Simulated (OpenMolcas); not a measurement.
**How basis sets differ on IBr (iodine monobromide)**

The species is IBr (2 atoms), meant as a singlet with charge 0. As SMILES, `BrI`. The coordinates come from a PBE0-D4/def2-TZVP relaxation.

```tsv
atom	x (Å)	y (Å)	z (Å)
Br	0.0000	0.0000	-0.0029
I	0.0000	0.0000	2.4609
```

Quantity: the dipole moment, in D. The values are calculated.

**The experiment to reproduce.** NIST CCCBDB gives the dipole moment of the gas as 0.74 D.

```tsv
level	kind	program	value (D)	computed − measured	CPU time
APF/def2-SV(P) (core potential)	global hybrid	OpenMolcas	0.82	+0.08	3.3 s
APF/def2-TZVPP (core potential)	global hybrid	OpenMolcas	0.71	-0.03	7 s
APF/def2-QZVP (RICD fitting, core potential)	global hybrid	OpenMolcas	0.68	-0.06	30 s
APF/def2-QZVPP (RICD fitting, core potential)	global hybrid	OpenMolcas	0.68	-0.06	35 s
```

Nearest: APF/def2-TZVPP (core potential) (-0.03 D); farthest: APF/def2-SV(P) (core potential) (+0.08 D). The measured dipole is a vibrational average, so differences of a few hundredths of a debye mean little. Magnitudes only: a small dipole may point the other way at some levels. Times are those of the runs behind each value, whatever else they computed, on shared processors of several kinds: orders of magnitude only.
